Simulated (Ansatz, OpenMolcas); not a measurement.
Exact exchange and the vertical energy of the triplet above the singlet of BBrCl2 (bromodichloroborane)

The species is BBrCl2 (4 atoms), meant as a singlet with charge 0. As SMILES, `ClB(Cl)Br`. The shape is that of a PBE0-D4/def2-TZVP optimisation.

The vertical energy of the triplet above the singlet y, in eV, basis cc-pVDZ; a is the functional's share of exact exchange. Programs: Ansatz 0.2.0, OpenMolcas 26.06.

| functional | program | a | y (eV) |
| --- | --- | --- | --- |
| r2SCAN | Ansatz | 0 | 5.01 |
| TPSS | OpenMolcas | 0 | 4.92 |
| B3LYP | Ansatz | 0.2 | ? |
| PBE0 | Ansatz | 0.25 | 5.24 |
| r2SCAN0 | Ansatz | 0.25 | 5.30 |
| BHLYP | Ansatz | 0.5 | 5.62 |

Task: Fit y = c + s·a to the known rows and predict B3LYP.

Result: 
1. Means of the 5 rows: a = 0.2000, y = 5.218.
2. Σ(Δa)² = 0.175, Σ(Δa·Δy) = 0.227, so the slope is 0.227/0.175 = 1.2971.
3. Intercept: 5.218 − (1.2971) × 0.2000 = 4.959. The largest residual of the fit is 0.051.
4. B3LYP: 4.959 + (1.2971) × 0.2 = 5.22 eV.

The run gave 5.19 eV, so the prediction is off by +0.03 eV, within the largest residual. The rows mix families of semi-local functionals, which the line can't see. Spin-orbit coupling is left out.
